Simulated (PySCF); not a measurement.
All values below come from ωB97X-D3(BJ)/def2-TZVP // PBE0-D3(BJ)/def2-SVP run with PySCF. All species are isolated molecules in the gas phase. One relaxed conformer stands for a flexible species; it need not be the lowest. Excitations are Tamm–Dancoff values on a coarser integration grid. The basis has no diffuse functions, so Rydberg states are missing or too high.

Reference species (SMILES): `C#Cc1c2c(scc2)cc(c1)B` (neutral, multiplicity 1).

- S1 excitation (TDA): 4.28 eV
- brightest of the four lowest singlets (TDA): 5.58 eV

Changed species: `Bc1ccc(C#C)c2ccsc12`.

Question: What does the change do to the S1 excitation (TDA) and brightest of the four lowest singlets (TDA)?

Answer: the S1 excitation (TDA) decreases by 0.15 eV, to 4.13 eV; the brightest of the four lowest singlets (TDA) drops by 0.10 eV, to 5.48 eV.
